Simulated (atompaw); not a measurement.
**What one change does to a pseudopotential (N, PAW (atompaw))**

* Element: N
* Generator: atompaw 4.2.0.5
* Type: PAW
* Functional: PBE
* Relativity: scalar-relativistic
* Frozen core: [He]
* Valence charge: 5
* Reference configuration: 2s1.75 2p3.25
* Partial waves: 2s (bound): rc 2.00 bohr; 2s channel at -0.4 Ry: rc 2.00 bohr; 2p (bound): rc 2.00 bohr; 2p channel at 0.1 Ry: rc 2.00 bohr
* Local potential: troulliermartins scheme with l = 2 at 1 Ry, radius 1.45 bohr
* Core correction: smooth core density matched at 1.80 bohr
* Augmentation charge: sinc compensation charge, radius 1.85 bohr; PAW radius 2.00 bohr; waves and projectors: custom polynom gramschmidtortho

Change: wave 2p channel at 0.1 Ry: rc 2.00 bohr becomes 2p channel at 0.1 Ry: rc 1.44 bohr.

Cutoffs: the cutoffs (Ry, on a coarse ladder) from which the occupation-weighted sum of valence levels, in a spherical-Bessel basis at the reference potential, stays within 10 and 1 mRy of its value at 400 Ry; they do not see the model core or the augmentation charge, which bear on the density cutoff.

Task: What does the change do?

Result: The potential gets softer (15 Ry and 30 Ry → 15 Ry and 25 Ry); the range in which the p phases agree narrows (upper end at the end of the scan → 2.1); neither file shows a bound ghost.

| quantity | base | changed |
| --- | --- | --- |
| cutoff, loose | 15 Ry | 15 Ry |
| cutoff, tight | 30 Ry | 25 Ry |
| bound ghosts | none | none |
| s: phases at 2.01 bohr within 0.05 rad from the reference energy up to (Ry; the scan ends near 5) | to the end of the scan | to the end of the scan |
| p: phases at 2.01 bohr within 0.05 rad from the reference energy up to (Ry; the scan ends near 5) | to the end of the scan | 2.1 |
| lowest overlap eigenvalue by channel | s 0.87, p 0.93 | s 0.87, p 0.23 |

 The cutoffs see the waves, projectors and local potential, not the compensation charge or the core.
